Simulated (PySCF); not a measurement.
Molecule: `[H]/N=C/CB(F)F`, C₂H₄BF₂N.

Cartesian coordinates in Å; atom numbers follow the order of the lines, from 1:
```xyz
10

N    -1.8563    0.5703   -0.5247
C    -1.0141   -0.0313    0.1807
C     0.2823   -0.4736   -0.4198
B     1.5490    0.2023    0.2446
F     1.5393    0.7639    1.4344
F     2.7231    0.2237   -0.3481
H    -2.7118    0.8522   -0.0525
H    -1.1311   -0.2681    1.2473
H     0.3704   -1.5572   -0.2914
H     0.2580   -0.2776   -1.4930
```

Frames of a GFN2-xTB Langevin trajectory at 300 K; GIAO PBE0/pcSseg-1 shieldings in PySCF 2.14.0 with density-fitted response routines, gas phase, non-relativistic; equivalent atoms averaged within each frame.

References, each an isolated molecule treated in the same way: ¹⁵N (σref 267.73) vs NH3; ¹³C (σref 186.93) and ¹H (σref 31.72) vs TMS; BF3·OEt2 for ¹¹B (σref 100.07); CFCl3 for ¹⁹F (σref 170.95). The references are static minima.

Problem. How do the shifts (ppm) fluctuate along the trajectory?

Solution. 
```tsv
time (fs)	N1	C2	C3	B4	F5/F6	H7	H8	H9/H10
250	357.7	168.9	28.9	26.4	-56.2	11.06	7.99	2.20
425	367.5	169.3	33.0	30.4	-57.7	11.49	8.69	2.98
625	371.2	173.8	34.3	26.9	-68.7	11.17	8.23	2.38
800	359.5	171.2	27.3	29.2	-64.9	10.97	8.21	2.43
1000	371.3	164.4	36.7	27.7	-50.4	12.37	8.45	2.27
mean of frames	365.4	169.5	32.0	28.1	-59.6	11.41	8.32	2.45
standard deviation	6.5	3.4	3.9	1.7	7.2	0.57	0.26	0.31
```

5 frames give an uncertainty of the mean of about the standard deviation over 2.2 at best, since frames this close in time may not be independent; classical motion lacks zero-point vibration, and the reference would need the same averaging.
